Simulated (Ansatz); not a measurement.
`OCB[SiH3]` → `BC[SiH2]O`  (isomerisation)

Computed with Ansatz on PBE0-D4/def2-TZVP structures; ΔE is electronic, products minus reactants. CCSD(T)/CBS adds triple-zeta CCSD(T) − MP2 to the extrapolated MP2 energy (def2 sets, frozen cores). Each species was taken in one conformer, which may not be the lowest.

```
    species  CCSD(T)/CBS(def2) energy (Eh)
`OCB[SiH3]`                     -431.26234
`BC[SiH2]O`                     -431.34785
```

**Question.** Work out ΔE.

**Answer.** ΔE = (-431.34785) − (-431.26234) = -0.08551 Eh = -53.7 kcal/mol.

**Question.** What do rigid-rotor, harmonic-oscillator terms from PBE0-D4/def2-TZVP frequencies (298.15 K, 1 bar) make of the CCSD(T)/CBS value? (An estimate is asked.)

**Answer.** The calculation gave: ΔZPE = +0.8 kcal/mol, ΔH = -53.0 kcal/mol, ΔS = -6 J/(mol·K), ΔG = -52.5 kcal/mol.

Largest T1 diagnostic among the species: 0.012.

At CCSD(T), def2-SVP lies +7.4 kcal/mol from the extrapolated value and def2-TZVPP +0.8 kcal/mol. From r2SCAN to r2SCAN0 (25 % exact exchange), in def2-TZVPP and without D4, ΔE moves by −1.0 kcal/mol.
